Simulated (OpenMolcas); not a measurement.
## Re5+: moving or changing the point charges

Re5+ among 6 point charges of -1.5 e arranged as a tetragonal octahedron (D4h), 2.15 Å from the ion, with the axial distance 2.515 Å.

| Item | Value |
| --- | --- |
| Program | OpenMolcas |
| Method | SS-CASPT2, IPEA 0.25 Eh, imaginary shift 0.1 Eh (closed shells correlated: 5s 5p) |
| Basis | ANO-RCC-VDZP [7s6p4d2f1g] |
| Scalar Hamiltonian | DKH2, point nucleus |
| Active space | 2 electrons in 5 orbitals (5d) |
| State averaging | 2S+1 = 3 even, 10 roots; 2S+1 = 1 even, 15 roots |
| Spin-orbit coupling | RASSI with atomic mean-field integrals over the reference wave functions |

Runs around this geometry, states (labels of D4, the rotations of D4h). Energies in cm-1 above the lowest state or level, χT in cm3 K/mol.

```json
{"R (Å)": "2.15", "q (e)": "-1.5", "Axial / equatorial distance": "1.08", "Ground state": "3A2", "First state of that spin": "3E 980", "First gap with spin-orbit (degeneracies)": "640 (1, 1)", "χT at 300 K": "0.095", "First state of another spin": "1B2 10330"}
{"R (Å)": "2.15", "q (e)": "-0.75", "Axial / equatorial distance": "1.17", "Ground state": "3A2", "First state of that spin": "3E 540", "First gap with spin-orbit (degeneracies)": "560 (1, 1)", "χT at 300 K": "0.179", "First state of another spin": "1B2 9590"}
{"R (Å)": "2.01", "q (e)": "-1.5", "Axial / equatorial distance": "1.17", "Ground state": "3A2", "First state of that spin": "3E 2210", "First gap with spin-orbit (degeneracies)": "1490 (1, 2)", "χT at 300 K": "0.060", "First state of another spin": "1B2 10150"}
{"R (Å)": "2.15", "q (e)": "-1.5", "Axial / equatorial distance": "1.17", "Ground state": "3A2", "First state of that spin": "3E 1680", "First gap with spin-orbit (degeneracies)": "1270 (1, 2)", "χT at 300 K": "0.084", "First state of another spin": "1B2 9960"}
{"R (Å)": "2.37", "q (e)": "-1.5", "Axial / equatorial distance": "1.17", "Ground state": "3A2", "First state of that spin": "3E 920", "First gap with spin-orbit (degeneracies)": "920 (1, 1)", "χT at 300 K": "0.129", "First state of another spin": "1B2 9680"}
```

Taking the first state of the same spin as R^-n, n = -ln(920 / 2210) / ln(2.37 / 2.01) = 5.3 between the shortest and longest distance.

Scaling the charges by -0.75 / -1.5 = 0.50 scales the first state of the same spin by 540 / 1680 = 0.32; with fixed orbitals a first-order splitting would follow the charge.

Free-ion shares, where given, are those of the reference states; single-state CASPT2 does not remix them. Spin-orbit coupling mixes the spin-free states strongly: the lowest level takes only 46 % from its leading state, 3A2 (figures for R = 2.15, q = -1.5, ratio = 1.08; the like holds for R = 2.15, q = -0.75, ratio = 1.17, R = 2.01, q = -1.5, ratio = 1.17, R = 2.15, q = -1.5, ratio = 1.17, R = 2.37, q = -1.5, ratio = 1.17). This is an electrostatic model: the charges have no orbitals. No measured value stands beside these numbers.
